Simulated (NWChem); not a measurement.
Molecule: CaO; SMILES [O]=[Ca]

```xyz
2

Ca     0.0000     0.0000    -0.5161
O      0.0000     0.0000     1.3070
```
Atoms are numbered in this order, from 1.

All runs use the structure optimised with PBE-D3(BJ)/def2-SVP.

**Question.** Give the principal values of the shielding tensors (ppm) of Ca1, O2 from PBE0/pcSseg-2, GIAO (NWChem), with their diamagnetic and paramagnetic parts as GIAO splits them.

**Answer.** 
```csv
atom,σ11,σ22,σ33,isotropic,diamagnetic,paramagnetic
Ca1,1123.2,1123.2,1425.3,1223.9,1419.5,-195.6
O2,-970.1,-970.1,414.8,-508.5,401.9,-910.3
```
